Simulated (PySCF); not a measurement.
A side-by-side comparison of computed properties.

First species: C₅H₃NOS.
SMILES: `N#CSc1ccco1`

Second species: C4H9BO2S.
SMILES: `COB(OC)C(C)=S`

Levels: CAM-B3LYP/def2-SVPD for dipole moment, HOMO energy, LUMO energy, HOMO–LUMO gap, static isotropic polarisability and electronic spatial extent ⟨r²⟩ about the centre of nuclear charge; TDDFT CAM-B3LYP/def2-SVPD for lowest singlet excitation; PBE0-D3(BJ)/def2-SVP for rotational constant A and rotational constant C. Geometries: PBE0-D3(BJ)/def2-SVP. All species are isolated and taken at one optimised geometry, non-relativistic unless stated; the electronic structure was computed with PySCF and density fitting.

Dipoles, sizes and rotational constants follow the conformer. The torsions of the flexible species, by atom-mapped SMILES:
- `[N:1]#[C:2][S:3][c:4]1[cH:5][cH:6][cH:7][o:8]1`: C2–S3–C4–C5 102°
- `[CH3:1][O:2][B:3]([O:4][CH3:5])[C:6]([CH3:7])=[S:8]`: C1–O2–B3–O4 180°, O2–B3–O4–C5 -3°, O2–B3–C6–C7 -137°

Values for the first species:

| Property | Result |
| --- | --- |
| Dipole moment | 4.72 D |
| HOMO energy | -8.80 eV |
| LUMO energy | -0.03 eV |
| HOMO–LUMO gap | 8.77 eV |
| Lowest singlet excitation | 5.51 eV |
| Static isotropic polarisability | 82.5 au |
| Electronic spatial extent ⟨r²⟩ about the centre of nuclear charge | 1112 bohr² |
| Rotational constant A | 4.219 GHz |
| Rotational constant C | 1.060 GHz |

Question: Estimate the same properties for the second species, and the change in each.

Answer: 
```csv
property,first,second,second less first
dipole moment,4.72 D,2.36 D,-2.36 D
HOMO energy,-8.80 eV,-7.58 eV,+1.22 eV
LUMO energy,-0.03 eV,-1.18 eV,-1.15 eV
HOMO–LUMO gap,8.77 eV,6.40 eV,-2.37 eV
lowest singlet excitation,5.51 eV,2.18 eV,-3.33 eV
static isotropic polarisability,82.5 au,92.0 au,+9.5 au
electronic spatial extent ⟨r²⟩ about the centre of nuclear charge,1112 bohr²,1344 bohr²,+232 bohr²
rotational constant A,4.219 GHz,2.125 GHz,-2.094 GHz
rotational constant C,1.060 GHz,0.907 GHz,-0.153 GHz
```

On the first: No computed singlet falls in the visible range (750 to 380 nm, 1.65 to 3.26 eV); S1 lies 2.25 eV above its blue end.

On the second: 1 of the 6 computed singlets lies in the visible range (750 to 380 nm, 1.65 to 3.26 eV), with an oscillator strength of 0.000. In atomic units the dipole is 0.93 e·bohr (1 au = 2.5417 D).
